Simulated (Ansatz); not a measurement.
A run for Ansatz (a program for electronic structure): R-MP2/aug-cc-pV(T+d)Z on BH3S (SMILES BS), atoms moved off the minimum. Files ending in .json are basis or fitting sets from the Basis Set Exchange.

Ansatz 0.2 input:
```yaml
crystal:
  periodic: [false, false, false]
  atoms:
    - {symbol: B, position_ang: [-0.80093398, -0.96584090, 0.17100188]}
    - {symbol: H, position_ang: [-0.46333499, -1.92971732, 0.51913055]}
    - {symbol: H, position_ang: [-1.90856547, -0.74629114, -0.00747477]}
    - {symbol: S, position_ang: [0.45966965, 0.39562950, -0.00402505]}
    - {symbol: H, position_ang: [-0.26284721, 1.30295802, -0.38655890]}
basis:
  gaussian:
    orbitals: aug-cc-pV_T+d_Z.json
magnetization: {spin_polarized: false}
correlation: {method: mp2, electrons: outside_noble_gas}
scf: {lower_state_search: off}
output: {forces: true}
```

The head of its log:

```
WARN ansatz: RAYON_NUM_THREADS=1 ignored (pool sized by the plan → 1); use --threads N
Functional definition: HF
these checks for a lower state are left out or cut short: starts, cluster_reference, orbital_swaps, neighbouring_geometries, increment
integrals: 0.20 GiB planned
961 factors; integrals over basis functions are off by at most 1.2e-3 eV
mean field: 0.35 GiB planned
mean field evaluation 1: about -11536.3903 eV, gradient 1.4e1 eV
mean field evaluation 2: about -11536.3921 eV, gradient 1.4e1 eV
mean field evaluation 4: about -11537.2670 eV, gradient 1.6e0 eV
mean field evaluation 8: about -11537.2790 eV, gradient 1.1e-1 eV
mean field -11537.27914376 eV, -423.9871882845 hartree, gradient 2.7e-6 eV, S^2 0.000000; 0 other end points of the search recorded, 0 dependent functions left out
6 core orbitals not correlated
reference -11537.27914376 eV, -423.9871882845 hartree; 6, 6 occupied and 158, 158 virtual orbitals, 961 factors
densities: 0.39 GiB planned
```

### Question
Predict the final total energy.

### Answer
-424.2760 hartree.
